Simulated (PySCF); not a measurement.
**[BiCl4]+ at several levels of theory**

Computed with PySCF 2.14.0 (density fitting, no spin-orbit coupling) at the geometry relaxed with BP86:

```xyz
5
[BiCl4]+ (singlet)
Bi    0.0052    0.2510    0.0000
Cl   -0.0241   -1.1600    1.9690
Cl   -0.0241   -1.1600   -1.9690
Cl    2.0137    1.6072    0.0000
Cl   -1.9452    1.6895    0.0000
```

```tsv
level	basis	state	HOMO (eV)	gap (eV)	charge on Bi1 (e)	dipole about the centre of mass (D)	largest force component (eV/Å)
BP86	Bi def2-SVP with ECP60, Cl def2-SVP	singlet	-13.50	1.34	1.02	0.02	0.02
wB97X	the same	singlet	-17.41	7.64	1.15	0.03	0.72
BP86	Bi def2-TZVP with ECP60, Cl def2-TZVP	singlet	-13.54	1.44	1.12	0.02	0.44
BP86	Bi x2c-SVPall, Cl x2c-SVPall	singlet	-13.50	1.32	1.04	0.02	0.14
```

Charges are Mulliken's, which hang on the basis. The relaxation used the grid (50, 194), these runs (75, 302) or, all-electron (x2c bases, spin-free X2C Hamiltonian), (99, 590).

Question: A further run in the first row's basis gives HOMO (eV) -13.62, gap (eV) 1.49, charge on Bi1 (e) 1.10, dipole about the centre of mass (D) 0.02, largest force component (eV/Å) 0.09. Which level was it?
A. r2SCAN
B. revPBE
C. TPSS

Answer: C. The others give HOMO -13.37 eV (revPBE); -13.89 eV (r2SCAN).

In the first row's basis the gap widens with exact exchange: 1.3 to 1.6 eV for BP86, revPBE, TPSS, r2SCAN (none); 7.6 eV for wB97X (rising or full at long range).
